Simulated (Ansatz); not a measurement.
`[SiH3]C1CCC1` at its PBE0-D4/def2-TZVP geometry, where that method's forces vanish. The species carries charge 0 and has multiplicity 1.

| atom | x (Å) | y (Å) | z (Å) |
| --- | --- | --- | --- |
| Si1 | -0.997 | 1.644 | 0.097 |
| C2 | -0.071 | 0.242 | -0.729 |
| C3 | 1.313 | -0.065 | -0.097 |
| C4 | 0.662 | -1.219 | 0.687 |
| C5 | -0.531 | -1.172 | -0.285 |
| H6 | -0.337 | 2.949 | -0.181 |
| H7 | -2.403 | 1.707 | -0.391 |
| H8 | -1.026 | 1.441 | 1.573 |
| H9 | -0.066 | 0.418 | -1.808 |
| H10 | 2.020 | -0.428 | -0.845 |
| H11 | 1.803 | 0.723 | 0.481 |
| H12 | 1.217 | -2.155 | 0.761 |
| H13 | 0.372 | -0.908 | 1.693 |
| H14 | -0.425 | -1.897 | -1.096 |
| H15 | -1.532 | -1.281 | 0.139 |

Problem. For each bond, give half the difference of the two atoms' forces along it (eV/Å; positive pushes the atoms apart) under PBE-D4, r2SCAN-D4, B3LYP-D4, ωB97M-V in def2-TZVPP. (Estimate.)

Solution. Ansatz gave: 
```
  bond  length (Å)  PBE-D4  r2SCAN-D4  B3LYP-D4  ωB97M-V
Si1–C2       1.872   -0.02      -0.06      0.03    -0.01
Si1–H6       1.489    0.06      -0.03     -0.09    -0.10
Si1–H7       1.489    0.06      -0.03     -0.09    -0.10
Si1–H8       1.490    0.08      -0.02     -0.07    -0.10
 C2–C3       1.552    0.10       0.19      0.24     0.18
 C2–C5       1.552    0.10       0.19      0.24     0.18
 C2–H9       1.094    0.07      -0.06     -0.15    -0.12
 C3–C4       1.539    0.09       0.16      0.25     0.20
C3–H10       1.093    0.09      -0.07     -0.13    -0.12
C3–H11       1.093    0.06      -0.07     -0.13    -0.11
 C4–C5       1.539    0.09       0.16      0.25     0.20
C4–H13       1.092    0.08      -0.07     -0.13    -0.11
C5–H14       1.093    0.09      -0.07     -0.13    -0.12
C5–H15       1.093    0.06      -0.07     -0.13    -0.11
```

B3LYP here is the variant with VWN-RPA as its local correlation; programs differ in this.
